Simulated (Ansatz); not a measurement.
Cost and result for the atomization energy of C2HBFN (6 atoms, 5 bonds).

```csv
atom,x (Å),y (Å),z (Å)
F1,-2.053,-1.198,0.653
B2,-0.968,-0.724,0.196
C3,0.225,-0.232,-0.327
C4,0.796,0.980,0.109
N5,1.263,1.973,0.466
H6,0.739,-0.799,-1.098
```

Total charge 0; spin multiplicity 1. The bonds changed during the relaxation, so this is another structure than the one it started from. All single points use the PBE0-D4/def2-TZVP geometry. Program: Ansatz. All runs use 2 threads of an Arm Neoverse V1 on a shared host. Times are those of one run each, without the atoms' runs, and a repeat can differ threefold. Electronic energies, without spin–orbit coupling; frozen cores. CCSD(T)/CBS adds CCSD(T) − MP2 in def2-TZVPP to the MP2 limit, and its time is that of the two runs behind it. T1 = 0.015. HSE06 is the plane-wave form, built on full-range PBE exchange.

CCSD(T)/CBS is a level of theory with its own doubt, some kJ/mol a heavy atom from the limit and from the frozen cores, so smaller differences don't rank the functionals.

```json
{"level": "revPBE-D4/def2-TZVPP", "functions": "169", "wall time": "1.7 s", "atomization (kcal/mol)": "694.7", "difference from CCSD(T)/CBS": "18.3", "per bond": "3.7"}
{"level": "PBE-D4/def2-TZVPP (with forces)", "functions": "169", "wall time": "1.9 s", "atomization (kcal/mol)": "719.7", "difference from CCSD(T)/CBS": "43.3", "per bond": "8.7"}
{"level": "PBE0-D4/def2-TZVPP", "functions": "169", "wall time": "1.9 s", "atomization (kcal/mol)": "691.5", "difference from CCSD(T)/CBS": "15.1", "per bond": "3.0"}
{"level": "CCSD(T)/def2-SVP", "functions": "75", "wall time": "2.3 s", "atomization (kcal/mol)": "646.4", "difference from CCSD(T)/CBS": "-30.0", "per bond": "-6.0"}
{"level": "HSE06-D4/def2-TZVPP", "functions": "169", "wall time": "2.4 s", "atomization (kcal/mol)": "692.3", "difference from CCSD(T)/CBS": "15.9", "per bond": "3.2"}
{"level": "r2SCAN-D4/def2-TZVPP (with forces)", "functions": "169", "wall time": "3.8 s", "atomization (kcal/mol)": "687.1", "difference from CCSD(T)/CBS": "10.7", "per bond": "2.1"}
{"level": "B2PLYP/def2-TZVPP", "functions": "169", "wall time": "3.9 s", "atomization (kcal/mol)": "681.4", "difference from CCSD(T)/CBS": "5.0", "per bond": "1.0"}
{"level": "PBE-QIDH/def2-TZVPP", "functions": "169", "wall time": "4.1 s", "atomization (kcal/mol)": "680.3", "difference from CCSD(T)/CBS": "3.9", "per bond": "0.8"}
{"level": "B97M-V/def2-TZVPP", "functions": "169", "wall time": "6.5 s", "atomization (kcal/mol)": "687.9", "difference from CCSD(T)/CBS": "11.5", "per bond": "2.3"}
{"level": "ωB97X-V/def2-TZVPP", "functions": "169", "wall time": "6.5 s", "atomization (kcal/mol)": "681.7", "difference from CCSD(T)/CBS": "5.3", "per bond": "1.1"}
{"level": "MP2/def2-QZVPP", "functions": "315", "wall time": "12 s", "atomization (kcal/mol)": "702.4", "difference from CCSD(T)/CBS": "26.0", "per bond": "5.2"}
{"level": "CCSD(T)/def2-TZVPP", "functions": "169", "wall time": "40 s", "atomization (kcal/mol)": "656.7", "difference from CCSD(T)/CBS": "-19.7", "per bond": "-3.9"}
{"level": "CCSD(T)/CBS(def2)", "functions": "–", "wall time": "52 s", "atomization (kcal/mol)": "676.4", "difference from CCSD(T)/CBS": "0.0", "per bond": "0.0"}
```

In def2-TZVPP, CCSD(T) changes the Hartree–Fock value by +185.0 kcal/mol (the triples alone add +16.9 kcal/mol) and MP2 by +219.0 kcal/mol; breaking electron pairs costs correlation energy, which Hartree–Fock lacks. From PBE to PBE0 (25 % exact exchange), in def2-TZVPP and without D4, the atomization energy moves by −27.8 kcal/mol: exact exchange takes away binding that semilocal exchange gives to molecules. At CCSD(T), def2-SVP lies −30.0 kcal/mol from the extrapolated value and def2-TZVPP −19.7 kcal/mol: correlation converges slowly with the basis, and small sets miss more of it in the bonded molecule than in its fragments.
